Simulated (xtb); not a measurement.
Job for xtb: GFN2-xTB on C2H4O2 (a complex), monomers drawn apart or pushed together.

```
$ xtb mol.xyz --gfn 2 --sp --chrg 0 --uhf 0
8

C      0.03190326     0.02945807    -0.07735461
H     -0.97734099    -0.28654657     0.18376286
H      0.26346853     0.96972907     0.42142123
H      0.74163091    -0.73660622     0.23239895
H      0.09864521     0.16842008    -1.15532657
O      0.14325532     1.05520904     4.76748473
C     -0.08659464    -0.07905129     4.69370115
O     -0.31646478    -1.21333974     4.62336075
```

**Question.** Predict the final total energy.

**Answer.** -14.4829 hartree.
